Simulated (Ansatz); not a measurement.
Process, species as SMILES: F[Si]F (closed-shell singlet) → 2 F atom + Si atom
B3LYP-D3(BJ)/def2-TZVP geometries, fixed; electronic energies without zero-point terms.

The atomisation energy at MP2 with Ansatz (a first-principles code), in kcal/mol, split into its Hartree-Fock and correlation parts. Cores are frozen. A restricted Hartree-Fock determinant is unstable towards unrestricted orbitals. Open shells are unrestricted. No added dispersion term, no relativity. Functions are those of the species that has most.

| basis | X | functions | Hartree-Fock | MP2 |
|---|---|---|---|---|
| cc-pV(D+d)Z | 2 | 51 | 191.05 | 271.04 |
| cc-pV(T+d)Z | 3 | 99 | 209.99 | 301.52 |
| cc-pV(Q+d)Z | 4 | 174 | 213.17 | 310.00 |
| cc-pV(5+d)Z | 5 | 282 | 213.33 | 312.40 |

Worked estimate of the basis-set limit from each neighbouring pair, with Hartree-Fock from the larger set and the correlation part extrapolated as X^-3.
Correlation parts: X = 2: 79.99, X = 3: 91.53, X = 4: 96.83, X = 5: 99.07.
- (2,3): (27·(91.53) - 8·(79.99))/19 = 96.39; with Hartree-Fock 209.99 the estimate is 306.38 kcal/mol.
- (3,4): (64·(96.83) - 27·(91.53))/37 = 100.70; with Hartree-Fock 213.17 the estimate is 313.87 kcal/mol.
- (4,5): (125·(99.07) - 64·(96.83))/61 = 101.42; with Hartree-Fock 213.33 the estimate is 314.75 kcal/mol.
The last two estimates differ by 0.88 kcal/mol; the largest set lies 2.35 from the last. Over the last step Hartree-Fock moves by 0.16 and the correlation part by 2.24.
